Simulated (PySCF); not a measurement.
Species: C₇H₁₀Cl (doublet state).
Cartesian coordinates in Å at the GFN2-xTB level; atoms count from 1:
```
atom  x, y, z in Å
Cl1   -1.373    0.536   -2.824
C2    -1.611    0.055   -1.151
C3    -1.489    1.093   -0.076
C4    -0.441    0.025   -0.221
C5    -0.298   -1.076    0.819
C6     1.089   -0.916    1.311
C7     1.845    0.094    0.538
C8     0.962    0.374   -0.685
H9    -2.377   -0.705   -1.076
H10   -1.236    2.098   -0.379
H11   -2.185    1.044    0.750
H12   -0.450   -2.064    0.356
H13   -1.043   -0.994    1.618
H14    1.484   -1.439    2.160
H15    1.987    1.012    1.126
H16    2.846   -0.251    0.261
H17    1.243   -0.284   -1.510
H18    1.037    1.404   -1.031
```

The hyperfine couplings belong to this conformer and change with its torsions.

As a line formula: `Cl[C@@H]1C[C@@]12C[CH]CC2` [radical].

Level of theory: PySCF 2.14.0, UKS B3LYP, pcH-1 on C Cl H, non-relativistic, mean-field spin-orbit, GIAO. The structure is a single GFN2-xTB conformer in the gas phase; no vibrational or solvent corrections. A GFN2-xTB geometry isn't a minimum of the functional, and hyperfine couplings can be far from their values at a DFT geometry. Stability of the SCF solution: not tested.

Principal values of hyperfine tensors in MHz (contact, dipolar and spin–orbit terms together), for some of the nuclei:

```json
{"atom": "H15", "isotope": "1H", "A1": "139.94", "A2": "141.84", "A3": "154.15"}
{"atom": "H13", "isotope": "1H", "A1": "87.45", "A2": "88.50", "A3": "100.71"}
{"atom": "C6", "isotope": "13C", "A1": "8.29", "A2": "8.32", "A3": "251.20"}
{"atom": "H16", "isotope": "1H", "A1": "79.44", "A2": "80.23", "A3": "92.94"}
{"atom": "H14", "isotope": "1H", "A1": "-101.35", "A2": "-62.93", "A3": "-23.91"}
{"atom": "C5", "isotope": "13C", "A1": "-37.15", "A2": "-34.52", "A3": "-33.08"}
{"atom": "C7", "isotope": "13C", "A1": "-36.56", "A2": "-33.80", "A3": "-32.66"}
{"atom": "C8", "isotope": "13C", "A1": "1.97", "A2": "2.51", "A3": "5.10"}
```

**Question.** Split each tensor into its isotropic and traceless parts, and turn a_iso into mT with g = 2.0027.

**Answer.** a_iso = (A1 + A2 + A3)/3, Ti = Ai − a_iso; 1 mT corresponds to 28.030 MHz. The tensors hold a spin–orbit part: the run splits a_iso into a_FC + a_SO, and T includes its anisotropic share.

| atom | a_iso (MHz) | a_FC | a_SO | a_iso (mT) | T1 | T2 | T3 |
| --- | --- | --- | --- | --- | --- | --- | --- |
| H15 | 145.31 | 145.31 | 0.00 | 5.184 | -5.37 | -3.47 | 8.84 |
| H13 | 92.22 | 92.22 | 0.00 | 3.290 | -4.77 | -3.72 | 8.49 |
| C6 | 89.27 | 89.37 | -0.10 | 3.185 | -80.98 | -80.95 | 161.93 |
| H16 | 84.21 | 84.21 | 0.00 | 3.004 | -4.76 | -3.97 | 8.74 |
| H14 | -62.73 | -62.75 | 0.01 | -2.238 | -38.62 | -0.20 | 38.82 |
| C5 | -34.92 | -34.93 | 0.01 | -1.246 | -2.24 | 0.40 | 1.84 |
| C7 | -34.34 | -34.35 | 0.01 | -1.225 | -2.22 | 0.54 | 1.68 |
| C8 | 3.20 | 3.20 | 0.00 | 0.114 | -1.22 | -0.68 | 1.91 |

**Question.** What spin density at the nucleus of C8 lies behind its contact coupling (g_N = 1.40482)?

**Answer.** a_FC = (2μ0/3) gₑ μB g_N μN ρ(0)/(2S·h) = 800.24 MHz × g_N × ρ(0)/(2S), with ρ in bohr⁻³. With a_FC = 3.20 MHz and 2S = 1, ρ(0) = 0.002843 bohr⁻³.

**Question.** H12 (1H, g_N = 5.58569) isn't in the table. Its spin density at the nucleus is 0.03122 bohr⁻³. What is its contact coupling?

**Answer.** By the same relation, a_FC = 139.6 MHz. Its full tensor has the principal values 134.21, 135.86, 148.64 MHz.

**Question.** Which nucleus of the table has the largest anisotropic coupling, and what is its form?

**Answer.** C6: -81.0, -81.0, 161.9 MHz, axial, in the ratio −1:−1:+2, the form that spin in one p orbital centred on that nucleus gives.

**Question.** In a single crystal, with the field along each principal axis of the tensor of C6 in turn, what first-order splitting does this nucleus give (isotropic g, quadrupole terms neglected)?

**Answer.** 2 lines (I = 1/2), spaced by |A_i|/(g × 13.996): 0.30, 0.30, 8.96 mT along the axes of A1, A2 and A3.
